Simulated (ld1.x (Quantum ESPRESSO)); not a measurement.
Transferability test, ultrasoft potential for indium (In)

| Quantity | Value |
| --- | --- |
| Element | indium (In) |
| Generator | ld1.x (Quantum ESPRESSO) 7.5 |
| Type | ultrasoft |
| Functional | PBE |
| Relativity | fully relativistic |
| Frozen core | [Kr] 4d10 |
| Valence charge | 3 |
| Reference configuration | 5s2 5p1 |
| Partial waves | 5s (bound): rcut 1.70, rcutus 2.15 bohr; 5s channel at -0.15 Ry: rcut 1.70, rcutus 2.15 bohr; 5p (bound): rcut 2.00, rcutus 2.50 bohr; 5p channel at 2.95 Ry: rcut 2.00, rcutus 2.50 bohr; 5d channel at -0.1 Ry: rcut 2.40, rcutus 2.85 bohr; 5d channel at 2.55 Ry: rcut 2.40, rcutus 2.85 bohr |
| Local potential | all-electron potential smoothed inside 1.80 bohr (lloc = -1) |
| Core correction | a·sin(br)/r model core inside 1.85 bohr |
| Augmentation charge | PSQ, radius 1.85 bohr |

Open shells are filled in proportion to 2j + 1 (rel_dist='average').

Energies are relative to the spin-unpolarised reference configuration 5s2 5p1; without spin polarisation the order of configurations can differ from experiment. The frozen-core shift is the all-electron ΔE with the core orbitals held at their reference shape minus the fully relaxed ΔE.

**Question.** Give the all-electron excitation energy and the error of the potential for: 5s2 5p0; 5s1 5p0; 5s2 5p0.5; 5s0 5p3; 5s2 5p1.3; 5s1 5p1; 5s1 5p2.

**Answer.**

```csv
valence configuration,charge,ΔE all-electron (eV),error AE − PS (meV),frozen-core shift (meV)
5s2 5p0,+1,5.374,-16,+16
5s1 5p0,+2,24.609,-234,+236
5s2 5p0.5,+0.5,1.945,-2.4,+2.5
5s0 5p3,0,11.921,-83,+86
5s2 5p1.3,-0.3,-0.534,-0.3,+0.3
5s1 5p1,+1,11.953,-67,+67
5s1 5p2,0,5.829,-21,+22
```

Levels in the configuration 5s2 5p0:

```tsv
level	all-electron (eV)	pseudo (eV)
5s j=1/2	-14.923	-14.999
```

Note: ghost state, extra bound levels that the all-electron valence spectrum of the same l lacks: d5/2 at -2.33 eV. A true bound ghost makes a file unfit for plane-wave use.
